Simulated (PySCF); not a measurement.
## Beryllium: a sound run and one with changed settings

Sound run: Be⁺ [He] 2s1, Be²⁺ 1s2. All numbers are calculated (PySCF 2.14, no relativity, point nucleus, in pcseg-2 (4s2p1d, 15 functions)). The sound run starts from symmetry-adapted Hartree-Fock orbitals and uses a fine grid where one is needed.

A second run was set up differently.

| species | method | sound run (hartree) | changed run (hartree) | converged |
| --- | --- | --- | --- | --- |
| Be⁺ | UHF | -14.27536 | -14.27527 | no |
| Be⁺ | MN15 | -14.33343 | -11.91742 | no |
| Be⁺ | LDA | -14.11348 | -14.11313 | no |
| Be²⁺ | UHF | -13.60953 | -13.60953 | yes |
| Be²⁺ | MN15 | -13.67154 | -13.67154 | yes |
| Be²⁺ | LDA | -13.44371 | -13.44371 | yes |

Task: What was changed?
A. radial grid too coarse
B. too few SCF iterations
C. all electrons correlated in a valence basis
D. level shift left on

Result: D. It used initial guess 1e, at most 50 SCF cycles, level shift 10.0 hartree. A level shift slows the SCF but leaves a converged energy unchanged.
